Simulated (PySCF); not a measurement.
SMILES C(F)(F)(F)c1ccc(s1)C(F)(F)F, GFN2-xTB optimised geometry.

```
15

F     -0.78    -3.34     0.08
C     -1.48    -2.20    -0.01
F     -2.35    -2.21     1.01
F     -2.22    -2.29    -1.13
C     -0.59    -1.01     0.00
C      0.77    -1.01     0.00
C      1.30     0.30     0.00
C      0.32     1.25     0.00
C      0.52     2.73     0.01
F      1.81     3.05    -0.09
F      0.07     3.30     1.14
F     -0.12     3.34    -1.00
S     -1.27     0.58     0.00
H      1.37    -1.90     0.00
H      2.35     0.52     0.00
```

Density from PBE/def2-TZVP run with PySCF at that geometry.

Minimum of the electron density along straight lines between bonded atoms, close to the bond critical point (lines longer than 1.1 times the sum of covalent radii, or with two minima, are not listed):

| bond | length / Å | ρ at the minimum / e bohr⁻³ | ∇²ρ there / e bohr⁻⁵ | position (fraction from the first atom) |
|---|---|---|---|---|
| F1–C2 | 1.338 | 0.289 | -0.53 | 0.65 |
| C2–F3 | 1.342 | 0.287 | -0.56 | 0.35 |
| C2–F4 | 1.344 | 0.286 | -0.56 | 0.35 |
| C2–C5 | 1.492 | 0.274 | -0.74 | 0.52 |
| C5–C6 | 1.366 | 0.325 | -0.92 | 0.52 |
| C6–C7 | 1.406 | 0.305 | -0.85 | 0.50 |
| C7–C8 | 1.366 | 0.325 | -0.92 | 0.48 |
| C8–C9 | 1.492 | 0.274 | -0.74 | 0.48 |
| C9–F10 | 1.338 | 0.289 | -0.53 | 0.35 |
| C9–F11 | 1.344 | 0.286 | -0.56 | 0.35 |
| C9–F12 | 1.342 | 0.287 | -0.56 | 0.35 |
| C5–S13 | 1.723 | 0.212 | -0.41 | 0.48 |
| C8–S13 | 1.723 | 0.212 | -0.41 | 0.48 |
| C6–H14 | 1.075 | 0.289 | -1.03 | 0.65 |
| C7–H15 | 1.075 | 0.289 | -1.03 | 0.65 |
